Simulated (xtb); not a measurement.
B(Cl)(Br)(OMe) (CH3BBrClO), SMILES COB(Cl)Br. All values are semi-empirical tight-binding results from xtb (GFN2-xTB unless named), good for trends rather than for accurate numbers. Geometry: GFN2-xTB. The values are those of a single conformer.

Computed properties:
| Property | Result |
|---|---|
| point group as xtb finds it | Cs |
| orbital gap | 5.28 eV |
| zero-point energy | 29.2 kcal/mol |
| G − E(el) at 298.15 K (modified RRHO) | 9.0 kcal/mol |
| static polarisability (D4 model) | 64.5 bohr³ |
| solvation energy, GFN2-xTB/ALPB(water) | -2.8 kcal/mol |
| solvation energy, GFN2-xTB/ALPB(methanol) | -6.2 kcal/mol |
